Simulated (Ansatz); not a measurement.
Input for Ansatz (a program for electronic structure): R-r2SCAN/def2-TZVPP on CH6AlN (SMILES [CH3][AlH][NH2]).

Ansatz 0.2 input:
```yaml
crystal:
  periodic: [false, false, false]
  atoms:
    - {symbol: C, position_ang: [-1.47380810, -0.00455960, -0.18138488]}
    - {symbol: Al, position_ang: [0.32410910, 0.53975290, 0.35448705]}
    - {symbol: N, position_ang: [1.71693362, -0.47384127, -0.06900602]}
    - {symbol: H, position_ang: [-1.94323224, 0.75455457, -0.81437571]}
    - {symbol: H, position_ang: [-2.12471659, -0.12628799, 0.68970829]}
    - {symbol: H, position_ang: [-1.48055423, -0.94684251, -0.73399481]}
    - {symbol: H, position_ang: [0.63552966, 1.86182612, 1.16371998]}
    - {symbol: H, position_ang: [1.67254999, -1.34135562, -0.58092736]}
    - {symbol: H, position_ang: [2.67318879, -0.26324659, 0.17177347]}
basis:
  gaussian:
    orbitals: def2-TZVPP
hamiltonian:
  xc: {name: r2SCAN}
scf: {lower_state_search: off}
```

The log:

```
WARN ansatz: RAYON_NUM_THREADS=1 ignored (pool sized by the plan → 1); use --threads N
Functional definition: r2SCAN
these checks for a lower state are left out or cut short: stability, starts, cluster_reference, orbital_swaps, neighbouring_geometries, increment
integrals: 0.08 GiB planned
958 factors; their error is unknown
mean field: 0.67 GiB planned
mean field evaluation 1: about -9205.9930 eV, gradient 8.8e1 eV
mean field evaluation 2: about -9169.4714 eV, gradient 1.3e2 eV
mean field evaluation 4: about -9221.5290 eV, gradient 1.3e1 eV
mean field evaluation 8: about -9221.9411 eV, gradient 1.5e-1 eV
mean field evaluation 16: about -9221.9274 eV, gradient 1.1e-4 eV
mean field -9221.92739995 eV, -338.8995811012 hartree, gradient 9.8e-6 eV, S^2 0.000000; 0 other end points of the search recorded, 0 dependent functions left out
reference -9221.92741295 eV, -338.8995815792 hartree; 16, 16 occupied and 172, 172 virtual orbitals, 958 factors
Total energy: -9221.92741295 eV, -338.8995815792 hartree
Checks for a lower state left out: stability, starts, cluster_reference, orbital_swaps, neighbouring_geometries, increment
```

The run converged.

Cost: roughly 2.2 core-seconds.
